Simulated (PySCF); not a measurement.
CuHO, multiplicity 1. Atoms are numbered in the order given.

```xyz
3

Cu    -0.0054    -0.4266     0.0000
O      0.1174     1.3359     0.0000
H     -0.7841     1.6851     0.0000
```

Geometry: r2SCAN-D4/def2-TZVP. The multiplicity is an assumed one; other spin states were not compared.

Computed with PBE0/pcSseg-2 (PySCF).

GIAO shieldings, no solvent; atoms alike by connectivity are averaged. δ = σ(ref) − σ: ¹⁷O against H2O (σ = 327.8 ppm); ¹H against TMS (σ = 31.54 ppm), references at their B3LYP-D3(BJ)/def2-TZVP geometries, non-relativistic.

```tsv
nucleus	atoms	count	δ (ppm)
¹⁷O	O2	1	-109.7
¹H	H3	1	-2.42
```
